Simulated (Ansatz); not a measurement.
Computed with Ansatz on PBE0-D4/def2-TZVP structures; ΔE is electronic, products minus reactants. CCSD(T)/CBS adds triple-zeta CCSD(T) − MP2 to the extrapolated MP2 energy (def2 sets, frozen cores). This one scheme is used for every species. Double bonds are as drawn, so ΔE can hold a change between cis and trans. DFT in def2-TZVPP. B3LYP here is the variant with VWN-RPA as its local correlation; programs differ in this. Each species was taken in one conformer, which may not be the lowest.

Reaction (ligand exchange at a B–C bond): `C/C(BN)=C\F` + H₂S → `NBS` + `C/C=C\F`

| level | ΔE (kJ/mol) | difference from CCSD(T)/CBS |
| --- | --- | --- |
| PBE-D4 | -38.9 | -2.0 |
| r2SCAN-D4 | -39.2 | -2.3 |
| PBE0-D4 | -39.6 | -2.7 |
| B3LYP-D4 | -37.2 | -0.3 |
| ωB97X-V | -38.7 | -1.8 |
| ωB97M-V | -36.9 | 0.0 |
| B2PLYP | -39.7 | -2.8 |
| PBE | -42.0 | -5.1 |
| r2SCAN | -40.4 | -3.5 |
| PBE0 | -42.4 | -5.5 |
| B3LYP | -41.8 | -4.9 |
| HF/def2-TZVPP | -43.7 | -6.8 |
| MP2/def2-TZVPP | -36.5 | 0.4 |
| SCS-MP2/def2-TZVPP | -37.2 | -0.3 |
| CCSD/def2-TZVPP | -36.7 | 0.2 |
| CCSD(T)/def2-TZVPP | -35.7 | 1.2 |
| HF/def2-QZVPP | -43.0 | -6.1 |
| MP2/def2-QZVPP | -36.9 | 0.0 |
| SCS-MP2/def2-QZVPP | -37.8 | -0.9 |
| HF/CBS(def2) | -42.9 | -6.0 |
| MP2/CBS(def2) | -37.6 | -0.7 |
| CCSD/CBS(def2) | -37.9 | -1.0 |
| CCSD(T)/CBS | -36.9 | 0 |

Largest T1 diagnostic among the species: 0.012.

In def2-TZVPP, CCSD(T) changes the Hartree–Fock value by +8.0 kJ/mol (the triples alone add +1.0 kJ/mol) and MP2 by +7.2 kJ/mol. The D4 term adds +4.6 kJ/mol with B3LYP and +2.8 kJ/mol with PBE0; it sums over pairs of atoms, weighted by their polarisabilities, and B3LYP, whose exchange is more repulsive, gets the larger term.
